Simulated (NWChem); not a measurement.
Molecule: CH₅BFN; SMILES B(C)(F)N

```xyz
9

B      0.0289     0.0529     0.0008
F      1.2722     0.6023    -0.0018
C     -0.1081    -1.5191     0.0007
H      0.3703    -1.9428    -0.9080
H     -1.1537    -1.8829     0.0383
H      0.4395    -1.9518     0.8645
N     -1.0635     0.9403     0.0005
H     -2.0327     0.6291     0.0024
H     -0.9453     1.9538    -0.0025
```
Atoms are numbered in this order, from 1.

Computed with NWChem. The geometry was optimised at PBE-D3(BJ)/def2-SVP. Atomic charges in e: unrestrained fits to the electrostatic potential beside Mulliken populations; buried atoms are poorly determined by the fit.

### Question
Estimate the computed values for B3LYP/def2-SVP. Quantities: ESP B1; Mulliken B1; ESP F2; Mulliken F2; ESP C3; Mulliken C3; ESP N7; Mulliken N7; relative RMS misfit of the potential (%).

### Answer
```json
{
 "ESP B1": "0.65",
 "Mulliken B1": "-0.01",
 "ESP F2": "-0.33",
 "Mulliken F2": "-0.15",
 "ESP C3": "-0.34",
 "Mulliken C3": "-0.08",
 "ESP N7": "-0.87",
 "Mulliken N7": "-0.09",
 "relative RMS misfit of the potential (%)": "25"
}
```
